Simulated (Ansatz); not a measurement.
`N#[C][GaH][Cl]` + `[SiH3][SeH]` → `[SiH3][Se][GaH][Cl]` + `C#N` at 600 K and 1 bar (ligand exchange at a Ga–C bond).

Program: Ansatz. Geometries: PBE0-D4/def2-TZVP. ΔE: electronic, gas phase. CCSD(T)/CBS adds triple-zeta CCSD(T) − MP2 to the extrapolated MP2 energy (def2 sets, frozen cores). This one scheme is used for every species. For Ga, Se outer-core shells are correlated without core-valence functions, which leaves a few kJ/mol of doubt a bond. Scalar relativity is left out up to krypton. Each species was taken in one conformer, which may not be the lowest.

```
              species  CCSD(T)/CBS energy (Eh)  H − E (kJ/mol)  S (J/(mol·K))
     `N#[C][GaH][Cl]`              -2477.10934            84.2          380.5
        `[SiH3][SeH]`              -2692.20088           124.0          341.5
`[SiH3][Se][GaH][Cl]`              -5076.01837           152.4          482.9
                `C#N`                -93.32098            64.3          228.4
```

H − E and S are ideal-gas, rigid-rotor, harmonic terms from PBE0-D4/def2-TZVP, for one conformer and one mirror image of each species. 1 Eh = 2625.50 kJ/mol, R = 8.31446 J/(mol·K).

Question: By hand: ΔE, ΔH, ΔS and ΔG.

Answer: ΔE = (-5076.01837) + (-93.32098) − (-2477.10934) − (-2692.20088) = -0.02913 Eh = -76.5 kJ/mol. Δ(H − E) = 152.4 + 64.3 − 84.2 − 124.0 = 8.5, so ΔH = -68.0 kJ/mol. ΔS = 482.9 + 228.4 − 380.5 − 341.5 = -10.7 J/(mol·K). ΔG = -68.0 − 600 × (-10.7)/1000 = -61.6 kJ/mol.

Question: By hand: the equilibrium constant, and the temperature at which ΔG would vanish if ΔH and ΔS stayed fixed.

Answer: log₁₀ K = −ΔG/(RT ln 10) = 5.4. ΔG = 0 at ΔH/ΔS = 6355 K, far beyond where these terms or the molecules hold.

The number of gas molecules stays the same, so ΔS is small and ΔH decides. A doubt of 5 kJ/mol in ΔE shifts log₁₀ K by 0.4 here. Other conformers and mirror images would add mixing entropy, several J/(mol·K) or more a flexible species. Modes under 60 cm⁻¹, often nearly free rotors, make the harmonic entropy too high. These are equilibria of isolated gas molecules and say nothing of rates. Largest T1 diagnostic: 0.014 (customary marks: 0.02 for closed shells, 0.045 for open ones).
